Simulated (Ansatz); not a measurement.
Mulliken charges of `N[Si](O)(Cl)Br` from r2SCAN/def2-TZVPP in Ansatz (PBE0-D4/def2-TZVP geometry).

```
atom   x (Å)   y (Å)   z (Å)  charge (e)
  N1   0.115   0.989   0.720      -0.424
 Si2  -0.163  -0.255  -0.395       0.719
  O3   0.826  -1.517  -0.132      -0.381
 Cl4  -2.135  -0.750  -0.189      -0.241
 Br5   0.205   0.264  -2.508      -0.214
  H6  -0.621   1.647   0.919       0.166
  H7   1.024   1.423   0.763       0.164
  H8   0.841  -1.858   0.766       0.211
```

Task: By hand: the dipole of these point charges (1 e Å = 4.8032 D).

Result: Σ q r = (0.232, 0.214, 0.483) e Å, of length 0.577 e Å = 2.77 D.

Task: How does the dipole of the full density compare? (Estimate.)

Result: Ansatz gave: (0.173, 0.256, 0.534) e Å, 2.96 D; the point charges give 0.94 times that, at 8° from its direction.

Point charges leave out the atoms' own dipoles, such as those of lone pairs, and Mulliken's split depends on the basis, so the close match here is no proof of good charges.
